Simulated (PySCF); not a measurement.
PySCF job for Ge(F)2(Br)(OH) (BrF2GeHO), SMILES [OH][Ge]([F])([F])[Br], PBE-D3(BJ)/def2-SVP. Geometry: PBE-D3(BJ)/def2-SVP. The values are those of a single conformer.

```python
import numpy as np
from pyscf import gto, scf, dft, df
from pyscf.hessian import thermo

mol = gto.M(
    atom='''
    O     1.66714208   -1.24953152    0.00000001
    Ge    0.00534680   -0.65767365   -0.00000000
    F    -0.86299187   -1.28484639    1.37170948
    F    -0.86299185   -1.28484638   -1.37170948
    Br    0.00991061    1.61133719    0.00000000
    H     1.67874785   -2.22775772    0.00000001
    ''',
    basis='def2-SVP',
    charge=0,
    spin=0,
    max_memory=1600,
    verbose=3,
)
mf = dft.RKS(mol, xc='pbe').density_fit(auxbasis='def2-universal-jkfit')
mf.disp = 'd3bj'
mf.grids.level = 3
mf.conv_tol = 1e-11
mf.max_cycle = 100
mf.kernel()

# [left out here: the lines that compute and print the analytic Hessian (its translational invariance restored by hand, since the grid's response is missing), thermochemistry and intensities]
```

Log of the run:

```
converged SCF energy = -4925.06166265923

WARN: DFTD3 does not support analytical Hessian, using finite difference


WARN: Mole.unit (angstrom) is changed to Bohr

Mode                                 0                   1                   2
Irrep
Freq [cm^-1]                       84.6232            146.8110            162.9862
Reduced mass [au]                   1.6200             11.2425              3.1494
Force const [Dyne/A]                0.0068              0.1428              0.0493
Char temp [K]                     121.7540            211.2283            234.5009
Normal mode                   x     y     z       x     y     z       x     y     z
       0   O                 0.00  0.00  0.02    0.02  0.16 -0.00    0.00  0.00 -0.01
       1  Ge                 0.00  0.00  0.01   -0.04  0.00  0.00   -0.00 -0.00 -0.05
       2   F                 0.04 -0.09 -0.01   -0.02 -0.08 -0.02    0.01  0.11  0.01
       3   F                -0.04  0.09 -0.01   -0.02 -0.08  0.02   -0.01 -0.11  0.01
       4  Br                 0.00  0.00 -0.02    0.04  0.00 -0.00    0.00 -0.00  0.04
       5   H                -0.00  0.00  0.77    0.13  0.16 -0.00    0.00  0.00  0.54
Mode                                 3                   4                   5
Irrep
Freq [cm^-1]                      222.1028            235.2600            242.3845
Reduced mass [au]                  12.0361             20.1447              8.7403
Force const [Dyne/A]                0.3498              0.6569              0.3025
Char temp [K]                     319.5564            338.4867            348.7373
Normal mode                   x     y     z       x     y     z       x     y     z
       0   O                -0.04 -0.11 -0.00   -0.05 -0.01  0.00   -0.00 -0.00  0.18
       1  Ge                 0.00  0.01 -0.00   -0.05  0.00  0.00    0.00  0.00 -0.04
       2   F                 0.02 -0.10 -0.04    0.10 -0.00  0.10    0.08 -0.01  0.00
       3   F                 0.02 -0.10  0.04    0.10 -0.00 -0.10   -0.08  0.01  0.00
       4  Br                -0.00  0.06  0.00    0.01  0.00 -0.00    0.00  0.00  0.00
       5   H                -0.17 -0.11  0.00   -0.06 -0.01 -0.00   -0.00 -0.00 -0.26
Mode                                 6                   7                   8
Irrep
Freq [cm^-1]                      334.2265            683.0139            722.3483
Reduced mass [au]                  26.0255             18.7026             23.2024
Force const [Dyne/A]                1.7129              5.1406              7.1331
Char temp [K]                     480.8775            982.7050           1039.2983
Normal mode                   x     y     z       x     y     z       x     y     z
       0   O                 0.04  0.01 -0.00   -0.12  0.04 -0.00    0.00 -0.00  0.00
       1  Ge                 0.00 -0.08  0.00   -0.01 -0.04 -0.00   -0.00  0.00 -0.06
       2   F                -0.02  0.02  0.04    0.07  0.05 -0.10   -0.07 -0.05  0.11
       3   F                -0.02  0.02 -0.04    0.07  0.05  0.10    0.07  0.05  0.11
       4  Br                -0.00  0.07 -0.00    0.00  0.00  0.00   -0.00 -0.00  0.00
       5   H                 0.14  0.01 -0.00    0.01  0.05 -0.00    0.00 -0.00 -0.01
Mode                                 9                  10                  11
Irrep
Freq [cm^-1]                      738.5467            907.4520           3700.2670
Reduced mass [au]                  18.5686              1.1035              1.0664
Force const [Dyne/A]                5.9674              0.5354              8.6027
Char temp [K]                    1062.6043           1305.6214           5323.8603
Normal mode                   x     y     z       x     y     z       x     y     z
       0   O                -0.18  0.06  0.00    0.04  0.06 -0.00    0.00 -0.06  0.00
       1  Ge                 0.06 -0.00 -0.00    0.00 -0.02 -0.00   -0.00 -0.00 -0.00
       2   F                -0.04 -0.03  0.06   -0.00  0.01 -0.00   -0.00 -0.00  0.00
       3   F                -0.04 -0.03 -0.06   -0.00  0.01  0.00   -0.00 -0.00 -0.00
       4  Br                -0.00  0.00 -0.00    0.00 -0.00  0.00    0.00  0.00 -0.00
       5   H                -0.03  0.07 -0.00   -0.95  0.02 -0.00   -0.03  0.97 -0.00
temperature 298.1500 [K]
pressure 101325.00 [Pa]
Rotational constants [GHz] 3.44009 1.25480 1.24270
Symmetry number 1
Zero-point energy (ZPE) 0.01864 [Eh]   48927.397 [J/mol]
                           tot       elec      trans        rot        vib
Entropy [J/mol/K]       364.842      0.000    175.286    119.179     70.377
Cv [J/mol/K]             90.326      0.000     12.472     12.472     65.383
Cp [J/mol/K]             98.641      0.000     20.786     12.472     65.383
Internal energy [J/mol]                      3718.434   3718.434  60268.101
Internal energy [Eh]   -4925.03588  -4925.06166
Enthalpy [J/mol]                             6197.391   3718.434  60268.101
Enthalpy [Eh]          -4925.03493
Gibbs free energy [J/mol]                  -46064.189 -31814.792  39285.145
Gibbs free energy [Eh] -4925.07636
mode   freq/cm-1   IR/(km/mol)
   1       84.62        59.772
   2      146.81         0.276
   3      162.99        14.118
   4      222.10        23.904
   5      235.26        19.409
   6      242.38        55.679
   7      334.23        66.455
   8      683.01        55.396
   9      722.35        73.439
  10      738.55        93.925
  11      907.45        70.977
  12     3700.27       106.471
max |gradient| / (hartree/bohr): 0.00017733695017447713
APT charges: [-0.7265  1.9425 -0.5852 -0.5852 -0.3318  0.2861]
```

Self-consistency was reached.
